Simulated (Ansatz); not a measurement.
`[F][Ge]([F])([Cl])[I]` + `CC(=O)[SeH]` → `[F][Ge]([F])([Cl])[SeH]` + `CC(=O)I` at 600 K and 1 bar (formal exchange of groups at a Ge–I bond).

Gas-phase electronic energies from Ansatz, PBE0-D4/def2-TZVP geometries. CCSD(T)/CBS is the MP2 limit (def2-TZVPP, def2-QZVPP) plus CCSD(T) − MP2 in def2-TZVPP, frozen cores. def2 core potentials past Kr. For Ge, I, Se outer-core shells are correlated without core-valence functions, which leaves a few kJ/mol of doubt a bond. Scalar relativity is left out up to krypton. Each species was taken in one conformer, which may not be the lowest.

```tsv
species	CCSD(T)/CBS energy (Eh)	H − E (kJ/mol)	S (J/(mol·K))
`[F][Ge]([F])([Cl])[I]`	-3033.07079	68.4	436.0
`CC(=O)[SeH]`	-2554.38193	189.8	383.0
`[F][Ge]([F])([Cl])[SeH]`	-5136.92697	94.2	456.2
`CC(=O)I`	-450.52099	163.6	374.2
```

H − E and S are ideal-gas, rigid-rotor, harmonic terms from PBE0-D4/def2-TZVP, for one conformer and one mirror image of each species. 1 Eh = 2625.50 kJ/mol, R = 8.31446 J/(mol·K).

Task: By hand: ΔE, ΔH, ΔS and ΔG.

Result: ΔE = (-5136.92697) + (-450.52099) − (-3033.07079) − (-2554.38193) = 0.00476 Eh = 12.5 kJ/mol. Δ(H − E) = 94.2 + 163.6 − 68.4 − 189.8 = -0.4, so ΔH = 12.1 kJ/mol. ΔS = 456.2 + 374.2 − 436.0 − 383.0 = 11.4 J/(mol·K). ΔG = 12.1 − 600 × (11.4)/1000 = 5.3 kJ/mol.

Task: By hand: the equilibrium constant, and the temperature at which ΔG would vanish if ΔH and ΔS stayed fixed.

Result: log₁₀ K = −ΔG/(RT ln 10) = -0.5. ΔG = 0 at ΔH/ΔS = 1061 K, though so small a ΔS makes that figure unsure.

TΔS isn't small against ΔH here. The sign of ΔG lies within the doubt. A doubt of 5 kJ/mol in ΔE shifts log₁₀ K by 0.4 here. Other conformers and mirror images would add mixing entropy, several J/(mol·K) or more a flexible species. These are equilibria of isolated gas molecules and say nothing of rates. Largest T1 diagnostic: 0.014 (customary marks: 0.02 for closed shells, 0.045 for open ones).
